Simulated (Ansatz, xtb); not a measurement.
# Two isomers of C2H8N2Si2

Structure X is `C[SiH2]N[SiH2]C#N`, a singlet and structure Y is `C[Si@@H](C#N)N[SiH3]`, a singlet. Both are isolated molecules in the gas phase, relaxed with B3LYP/def2-SVP; each stands in its lowest conformer found.

**Question.** Estimate E(Y) − E(X) at the level CCSD(T)/def2-SVP + ΔMP2/def2-TZVPP.

**Answer.** Calculated at CCSD(T)/def2-SVP + ΔMP2/def2-TZVPP: E(Y) − E(X) = −0.049 eV, so structure Y lies lower.

The same difference at several levels:

| level | geometry | E(Y) − E(X) (eV) | departure from the last row (eV) | job, with rough time for the two |
| --- | --- | --- | --- | --- |
| B3LYP/def2-SVP | B3LYP/def2-SVP | −0.047 | +0.002 | optimisation, 3.1 min |
| HF/def2-SVP | B3LYP/def2-SVP | −0.045 | +0.004 | part of the CCSD(T) run |
| MP2/def2-SVP | B3LYP/def2-SVP | −0.047 | +0.001 | part of the CCSD(T) run |
| CCSD(T)/def2-SVP | B3LYP/def2-SVP | −0.046 | +0.003 | single point |
| CCSD(T)/def2-SVP + ΔMP2/def2-TZVPP | B3LYP/def2-SVP | −0.049 |  | single point, 84 s |

As drawn, both hold the same kinds of bond in the same numbers.

None of the levels shown reverses the order. The largest departure from CCSD(T)/def2-SVP + ΔMP2/def2-TZVPP is that of HF/def2-SVP, 0.004 eV. Levels run at GFN2-xTB geometries aren't shown. The last row adds to CCSD(T) the change of the MP2 difference between the two basis sets, here −0.003 eV.

With thermal terms from frequencies at re-optimised GFN2-xTB minima (ideal gas, soft modes damped towards free rotors, one conformer each, 298.15 K, 1 atm): the zero-point term adds −0.005 eV; ΔH is −0.047 and ΔG −0.070 eV.

The correlated steps freeze 14 core orbitals. Mirror images aren't counted in ΔG. Programs: Ansatz 0.2.0, xtb 6.7.1; the last row on 2 threads of Arm Neoverse V2 on a shared host.
